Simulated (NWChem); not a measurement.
# C2H7NOSi; SMILES [SiH3]O/C=N/C

```xyz
12

C      0.4062    -2.5191     0.0000
N      0.2666    -1.0925     0.0000
C     -0.8800    -0.5677     0.0000
O     -1.0344     0.7556     0.0000
Si     0.3984     1.6966     0.0000
H      0.9821    -2.8413    -0.8829
H      0.9821    -2.8413     0.8829
H     -0.5577    -3.0649     0.0000
H     -1.8404    -1.1158     0.0000
H      1.1975     1.4652     1.2333
H     -0.1392     3.0855     0.0000
H      1.1975     1.4652    -1.2333
```
Atoms are numbered in this order, from 1.

All runs: NWChem. Pople sets run with spherical d functions. Geometry: optimised at PBE0/def2-SVP. Not confirmed as a minimum by frequencies. B3LYP is NWChem's, with the RPA form of VWN correlation. Level: B3LYP/6-31G* with SMD (1 M gas to 1 M solution), gas-phase geometry. Reactions with the solvent are ignored.

Question: Estimate the computed values for solvent N,N-dimethylformamide. Quantities: solvation free energy (kcal/mol); cavity-dispersion-structure term (kcal/mol); dipole in solution (D).

Answer: 
| Property | Value |
|---|---|
| solvation free energy (kcal/mol) | -2.2 |
| cavity-dispersion-structure term (kcal/mol) | 0.8 |
| dipole in solution (D) | 1.60 |
